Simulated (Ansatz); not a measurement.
Steps of a relaxation of `FCC(F)(F)C(F)(F)F` with RKS PBE-D4/def2-SVP.

```sh
$ ansatz run in.yaml --threads 2 --pin off --events-out ev --progress --plain --max-ram 32768MiB --backend cpu
```

```yaml
crystal:
  periodic: [false, false, false]
  atoms:
    - {symbol: F, position_ang: [-1.733900, 0.034800, -1.625400]}
    - {symbol: C, position_ang: [-0.547600, 0.290600, -1.108500]}
    - {symbol: C, position_ang: [-0.497200, -0.299600, 0.269500]}
    - {symbol: F, position_ang: [-0.657800, -1.624600, 0.225700]}
    - {symbol: F, position_ang: [-1.418700, 0.248400, 1.059400]}
    - {symbol: C, position_ang: [0.920300, -0.040200, 0.860400]}
    - {symbol: F, position_ang: [1.085100, -0.562100, 2.111400]}
    - {symbol: F, position_ang: [1.239300, 1.286300, 0.927900]}
    - {symbol: F, position_ang: [1.890700, -0.596800, 0.132500]}
    - {symbol: H, position_ang: [0.180400, -0.169600, -1.761600]}
    - {symbol: H, position_ang: [-0.395200, 1.375800, -1.070800]}
basis:
  gaussian: {orbitals: def2-SVP}
hamiltonian: {xc: pbe, dispersion: d4}
relax: {f_tol: 0.03, max_steps: 200}
```

Positions (Å) and forces (eV/Å) along the path, 5 of 5 steps:

```xyz
11
step=1 energy=-19410.7051 eV
F    -1.734    0.035   -1.625   -2.701   -0.417   -1.068
C    -0.548    0.291   -1.109    0.451    0.480    0.093
C    -0.497   -0.300    0.270    2.018    0.626    0.027
F    -0.658   -1.625    0.226   -0.377   -1.041    0.032
F    -1.419    0.248    1.059   -0.736    0.312    0.667
C     0.920   -0.040    0.860    1.406    0.269    1.702
F     1.085   -0.562    2.111   -0.768    0.337   -0.415
F     1.239    1.286    0.928   -0.775   -0.274   -0.045
F     1.891   -0.597    0.133   -0.044   -0.456   -0.935
H     0.180   -0.170   -1.762    1.181   -0.337   -0.269
H    -0.395    1.376   -1.071    0.346    0.501    0.210
11
step=2 energy=-19410.9563 eV
F    -1.798    0.032   -1.641   -0.730   -0.115   -0.210
C    -0.570    0.291   -1.134    0.359    0.226   -0.003
C    -0.456   -0.290    0.265    0.675    0.149   -0.123
F    -0.646   -1.626    0.228   -0.157   -0.560    0.037
F    -1.384    0.258    1.071   -0.374    0.207    0.427
C     0.952   -0.046    0.883    0.214    0.202    0.714
F     1.049   -0.564    2.133   -0.227    0.281   -0.543
F     1.214    1.287    0.944   -0.179   -0.303    0.029
F     1.901   -0.613    0.126    0.080   -0.131   -0.231
H     0.198   -0.169   -1.778    0.298   -0.083   -0.099
H    -0.394    1.383   -1.077    0.041    0.126    0.003
11
step=3 energy=-19410.9881 eV
F    -1.818    0.033   -1.636   -0.058    0.001   -0.047
C    -0.568    0.294   -1.142    0.081   -0.001    0.071
C    -0.444   -0.293    0.264    0.112    0.001   -0.097
F    -0.649   -1.640    0.235   -0.010    0.014   -0.004
F    -1.372    0.260    1.089   -0.031    0.022    0.042
C     0.958   -0.044    0.886   -0.169    0.021    0.217
F     1.026   -0.556    2.124    0.027    0.050   -0.113
F     1.202    1.284    0.950    0.024   -0.073   -0.015
F     1.907   -0.617    0.123    0.086   -0.010   -0.043
H     0.212   -0.167   -1.788   -0.033   -0.004    0.000
H    -0.390    1.390   -1.084   -0.031   -0.021   -0.011
11
step=4 energy=-19410.9893 eV
F    -1.822    0.032   -1.637    0.007   -0.002    0.007
C    -0.569    0.293   -1.144    0.040    0.006    0.025
C    -0.441   -0.291    0.262    0.006   -0.023   -0.035
F    -0.648   -1.638    0.233    0.001    0.010   -0.002
F    -1.370    0.262    1.089   -0.008    0.013    0.012
C     0.958   -0.045    0.890   -0.050    0.019    0.059
F     1.026   -0.557    2.125   -0.003   -0.001   -0.029
F     1.205    1.281    0.955    0.006   -0.001   -0.011
F     1.912   -0.616    0.128    0.030   -0.011   -0.025
H     0.207   -0.168   -1.792   -0.017   -0.002    0.001
H    -0.394    1.390   -1.089   -0.012   -0.007   -0.004
11
step=5 energy=-19410.9895 eV
F    -1.821    0.032   -1.635    0.001   -0.001    0.003
C    -0.568    0.293   -1.143    0.003   -0.001    0.003
C    -0.440   -0.291    0.262    0.000   -0.008   -0.005
F    -0.648   -1.637    0.232    0.000    0.008    0.000
F    -1.370    0.263    1.089    0.001    0.002   -0.002
C     0.957   -0.045    0.891   -0.004    0.005    0.006
F     1.026   -0.558    2.124    0.000   -0.007    0.003
F     1.205    1.281    0.956    0.000    0.003   -0.004
F     1.913   -0.615    0.127    0.002    0.000   -0.004
H     0.207   -0.169   -1.793   -0.001    0.000    0.001
H    -0.395    1.390   -1.090    0.000   -0.001    0.000
```

It took 14 s on 2 threads of an AMD EPYC 7R13 on a shared host, with 0.22 GiB of host memory at the peak.
